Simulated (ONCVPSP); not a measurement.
PBE ONCV dataset for S (Z = 16), scalar-relativistic all-electron reference.

The input file (ONCVPSP 4.0.1):

```
# ATOM AND REFERENCE CONFIGURATION
# atsym  z   nc   nv     iexc    psfile
  S 16.00    1    4        4      upf
#
#   n    l    f
    1    0    2.00
    2    0    2.00
    2    1    6.00
    3    0    2.00
    3    1    4.00
#
# PSEUDOPOTENTIAL AND OPTIMIZATION
# lmax
    1
#
#   l,   rc,      ep,       ncon, nbas, qcut
    0    0.65    0.00    3    6   17.70
    1    0.65    0.00    5    8   23.60
#
# LOCAL POTENTIAL
# lloc, lpopt,  rc(5),   dvloc0
    4    5    0.65    0.00
#
# VANDERBILT-KLEINMAN-BYLANDER PROJECTORs
# l, nproj, debl
    0    3    2.30
    1    2    1.00
#
# MODEL CORE CHARGE
# icmod, fcfact, rcfact
    3    3.50    1.65
#
# LOG DERIVATIVE ANALYSIS
# epsh1, epsh2, depsh
   -9.00    5.00    0.04
#
# OUTPUT GRID
# rlmax, drl
    6.00    0.01
#
# TEST CONFIGURATIONS
# ncnf
    4
# nvcnf
#   n    l    f
    4
    2    0    2.00
    2    1    6.00
    3    0    2.00
    3    1    3.00
#
    4
    2    0    2.00
    2    1    6.00
    3    0    2.00
    3    1    2.00
#
    4
    2    0    2.00
    2    1    6.00
    3    0    2.00
    3    1    1.00
#
    4
    2    0    2.00
    2    1    5.00
    3    0    2.00
    3    1    4.00
#
```

Command:

```bash
oncvpsp.x < S.dat > S.out
```

Output (shortened: citation, most of the input echo, consistency checks and plot data are left out):

```
ONCVPSP  (Optimized Norm-Conservinng Vanderbilt PSeudopotential)
scalar-relativistic version 4.0.1

#   n    l    f        energy (Ha)
    1    0    2.00    -8.8416530E+01
    2    0    2.00    -7.7801439E+00
    2    1    6.00    -5.7514782E+00
    3    0    2.00    -6.3416348E-01
    3    1    4.00    -2.5756665E-01

Reference configufation results
  iterations    24
  all-electron total energy (Ha)   -3.99045897D+02

Begin loop to  construct optimized pseudo wave functions
and semi-local pseudopoentials for all angular momenta

   Wellstate for l =  0  n =  4
     eigenvalue =   1.6658
     asymptotic potential =   2.1658
     half-point radius =  2.2722

Calculating optimized projector #   1

 for l=   0

    Fraction of norm inside rc  0.821804
    Optimizing pswf for qcut=  17.69 a_B^-1,  ecut= 156.45 Ha
    Residual kinetic energy error=  7.28D-06 Ha

    Energy error per electron        Cutoff
         Ha          eV             Ha
         0.01000     0.27211       81.94
         0.00100     0.02721      111.56
         0.00010     0.00272      132.35
         0.00001     0.00027      151.93

Calculating optimized projector #   2

 for l=   0

    Fraction of norm inside rc  0.042274
    Optimizing pswf for qcut=  17.69 a_B^-1,  ecut= 156.45 Ha
    Residual kinetic energy error=  3.15D-06 Ha

    Energy error per electron        Cutoff
         Ha          eV             Ha
         0.01000     0.27211       31.62
         0.00100     0.02721       93.94
         0.00010     0.00272      123.06
         0.00001     0.00027      145.26

Calculating optimized projector #   3

 for l=   0

    Fraction of norm inside rc  0.022531
    Optimizing pswf for qcut=  17.69 a_B^-1,  ecut= 156.45 Ha
    Residual kinetic energy error=  2.67D-06 Ha

    Energy error per electron        Cutoff
         Ha          eV             Ha
         0.01000     0.27211       27.75
         0.00100     0.02721       90.57
         0.00010     0.00272      121.25
         0.00001     0.00027      144.09

Calculating optimized projector #   1

 for l=   1

    Fraction of norm inside rc  0.843581
    Optimizing pswf for qcut=  23.59 a_B^-1,  ecut= 278.14 Ha
    Residual kinetic energy error=  5.09D-06 Ha

    Energy error per electron        Cutoff
         Ha          eV             Ha
         0.01000     0.27211      181.86
         0.00100     0.02721      218.33
         0.00010     0.00272      246.76
         0.00001     0.00027      270.43

Calculating optimized projector #   2

 for l=   1

    Fraction of norm inside rc  0.029850
    Optimizing pswf for qcut=  23.59 a_B^-1,  ecut= 278.14 Ha
    Residual kinetic energy error=  2.00D-06 Ha

    Energy error per electron        Cutoff
         Ha          eV             Ha
         0.01000     0.27211      137.87
         0.00100     0.02721      187.01
         0.00010     0.00272      226.52
         0.00001     0.00027      258.34

Construct Vanderbilt / Kleinmman-Bylander projectors

B matrix Hermiticity error, ll=   0
   1   2    1.2761E-03
   1   3   -1.3092E-03
   2   3    1.0780E-04

  Orthonormal projector coefficients  2.9041E+01  5.0141E+00 -2.5244E-01

B matrix Hermiticity error, ll=   1
   1   2    7.3586E-04

  Orthonormal projector coefficients -3.3916E+01 -7.9944E+00

Model core correction analysis
  based on d2Exc/dn_idn_j

d2excae - all-electron derivatives

   -9.888410D-02   -8.851001D-02   -6.122305D-03   -3.350442D-03
   -8.851161D-02   -9.805300D-02   -6.327675D-03   -4.638748D-03
   -6.122183D-03   -6.327672D-03   -3.565429D-02   -2.889825D-02
   -3.350509D-03   -4.638902D-03   -2.889905D-02   -2.683391D-02

d2excps - pseudofunction derivatives with no core correction

   -9.583336D-02   -9.407316D-02   -6.041266D-03   -3.901787D-03
   -9.407432D-02   -1.009483D-01   -6.767661D-03   -4.819585D-03
   -6.040709D-03   -6.767689D-03   -3.565581D-02   -2.894195D-02
   -3.901894D-03   -4.819813D-03   -2.894275D-02   -2.684507D-02

rms 2nd derivative error    2.245270E-03

rmatch, rhocmatch    0.1546  244.2021

Teter function model core charge with specified parameters

d2excps - pseudofunction derivatives with core correction

   -9.105144D-02   -9.153676D-02   -5.496649D-03   -3.679110D-03
   -9.153695D-02   -9.867583D-02   -6.457752D-03   -4.609261D-03
   -5.496437D-03   -6.457778D-03   -3.559517D-02   -2.891663D-02
   -3.679148D-03   -4.609465D-03   -2.891743D-02   -2.682800D-02

rms 2nd derivative error    2.251267E-03

Pseudoatom total energy -151.690341

Diagnostic tests using Vanderbilt-Kleinman-Bylander pseudopotentials
  1 or more projectors used as specified by nproj input data

   l    rcore       rmatch      e in        delta e   norm test  slope test

   0   0.6535698   0.6734136  -7.7801439  -0.0000102   1.0002545   1.0003003
   0   0.6535698   0.6734136  -0.6341635   0.0000612   1.0002277   1.0001620
   0   0.6535698   0.6734136   1.6658365   0.0004811   1.0007475   1.0007475

   1   0.6535698   0.6734136  -5.7514782  -0.0001206   1.0002542   1.0003139
   1   0.6535698   0.6734136  -0.2575667   0.0000445   1.0001909   1.0001997

 Testing for bound ghosts
   n   l    E NL Schr. Eq   E Basis Diag.   E Cutoff

   1   0       -7.780154       -7.779643    441.46
   2   0       -0.634102        0.308553    441.46

   2   1       -5.751599       -5.750472    709.03
   3   1       -0.257522        0.895914    709.03

 Testing for highly-localized positive-energy ghosts
       l    <radius>/rc     E Basis Diag.   E Cutoff

Test configuration 0

   n   l     f        eae           eps        diff
   1   0  2.0000  -88.41652986
   2   0  2.0000   -7.78014389   -7.78015413   -1.02D-05
   2   1  6.0000   -5.75147815   -5.75159872   -1.21D-04
   3   0  2.0000   -0.63416348   -0.63410226    6.12D-05
   3   1  4.0000   -0.25756665   -0.25752219    4.45D-05

    Total energies and differences
      AE_ref= -3.99045897D+02  AE_tst= -3.99045897D+02  dif=  0.00D+00
      PS_ref= -1.51690341D+02  PS_tst= -1.51690341D+02  dif=  1.14D-13
      PSP excitation error= -1.14D-13

Test configuration 1

   n   l     f        eae           eps        diff
   1   0  2.0000  -88.85691563
   2   0  2.0000   -8.21160838   -8.21163294   -2.46D-05
   2   1  6.0000   -6.18387562   -6.18359080    2.85D-04
   3   0  2.0000   -1.01539259   -1.01532144    7.12D-05
   3   1  3.0000   -0.61723853   -0.61715293    8.56D-05

    Total energies and differences
      AE_ref= -3.99045897D+02  AE_tst= -3.98613400D+02  dif=  4.32D-01
      PS_ref= -1.51690341D+02  PS_tst= -1.51257876D+02  dif=  4.32D-01
      PSP excitation error=  3.22D-05

Test configuration 2

   n   l     f        eae           eps        diff
   1   0  2.0000  -89.38912480
   2   0  2.0000   -8.72563029   -8.72574471   -1.14D-04
   2   1  6.0000   -6.69971000   -6.69874609    9.64D-04
   3   0  2.0000   -1.44776377   -1.44768548    7.83D-05
   3   1  2.0000   -1.02822291   -1.02806202    1.61D-04

    Total energies and differences
      AE_ref= -3.99045897D+02  AE_tst= -3.97794495D+02  dif=  1.25D+00
      PS_ref= -1.51690341D+02  PS_tst= -1.50439038D+02  dif=  1.25D+00
      PSP excitation error=  9.87D-05

Test configuration 3

   n   l     f        eae           eps        diff
   1   0  2.0000  -90.00433218
   2   0  2.0000   -9.31180095   -9.31207510   -2.74D-04
   2   1  6.0000   -7.28871568   -7.28674505    1.97D-03
   3   0  2.0000   -1.91986780   -1.91977604    9.18D-05
   3   1  1.0000   -1.48007002   -1.47977370    2.96D-04

    Total energies and differences
      AE_ref= -3.99045897D+02  AE_tst= -3.96543479D+02  dif=  2.50D+00
      PS_ref= -1.51690341D+02  PS_tst= -1.49188169D+02  dif=  2.50D+00
      PSP excitation error=  2.45D-04

Test configuration 4

   n   l     f        eae           eps        diff
   1   0  2.0000  -90.17145415
   2   0  2.0000   -9.00380903   -9.00975810   -5.95D-03
   2   1  5.0000   -7.04327257   -7.02936318    1.39D-02
   3   0  2.0000   -1.13027748   -1.13118756   -9.10D-04
   3   1  4.0000   -0.70567949   -0.70500147    6.78D-04

    Total energies and differences
      AE_ref= -3.99045897D+02  AE_tst= -3.92663148D+02  dif=  6.38D+00
      PS_ref= -1.51690341D+02  PS_tst= -1.45312831D+02  dif=  6.38D+00
      PSP excitation error=  5.24D-03
```

The run took about 3.9 s on one core of a shared server CPU.
